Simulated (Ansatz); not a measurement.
`C#CCC` and `C#CCC[SiH3]` differ in one atom or group.

Ansatz, PBE0-D4/def2-TZVP geometries, multiplicity 1. Each molecule was computed in one conformer, which needn't be the lowest.

```json
{"property": "HOMO–LUMO gap (ωB97M-V/def2-TZVPP) / eV", "`C#CCC`": "12.49"}
{"property": "size of the dipole moment (PBE/def2-TZVPP) / D", "`C#CCC`": "0.86"}
{"property": "HOMO energy (PBE0/def2-TZVPP) / eV", "`C#CCC`": "-7.66"}
{"property": "size of the dipole moment (ωB97M-V/def2-TZVPP) / D", "`C#CCC`": "0.81"}
{"property": "LUMO energy (B3LYP/def2-TZVPP) / eV", "`C#CCC`": "0.65"}
{"property": "LUMO energy (PBE/def2-TZVPP) / eV", "`C#CCC`": "0.04"}
```

**Question.** Give the same properties after the change, and the shifts. (Best estimate.)

**Answer.** Ansatz gave: 
```json
{"property": "HOMO–LUMO gap (ωB97M-V/def2-TZVPP) / eV", "`C#CCC[SiH3]`": "12.01", "shift": "-0.48"}
{"property": "size of the dipole moment (PBE/def2-TZVPP) / D", "`C#CCC[SiH3]`": "0.15", "shift": "-0.71"}
{"property": "HOMO energy (PBE0/def2-TZVPP) / eV", "`C#CCC[SiH3]`": "-7.76", "shift": "-0.10"}
{"property": "size of the dipole moment (ωB97M-V/def2-TZVPP) / D", "`C#CCC[SiH3]`": "0.17", "shift": "-0.64"}
{"property": "LUMO energy (B3LYP/def2-TZVPP) / eV", "`C#CCC[SiH3]`": "0.17", "shift": "-0.48"}
{"property": "LUMO energy (PBE/def2-TZVPP) / eV", "`C#CCC[SiH3]`": "-0.44", "shift": "-0.48"}
```

With PBE0 the HOMO falls by 0.10 eV and the LUMO falls by 0.55 eV, so the gap narrows by about 0.45 eV. PBE moves the HOMO by -0.12 eV and ωB97M-V by -0.08 eV. Dipoles are sizes alone; their direction can turn.

B3LYP here is the variant with VWN-RPA as its local correlation; programs differ in this.
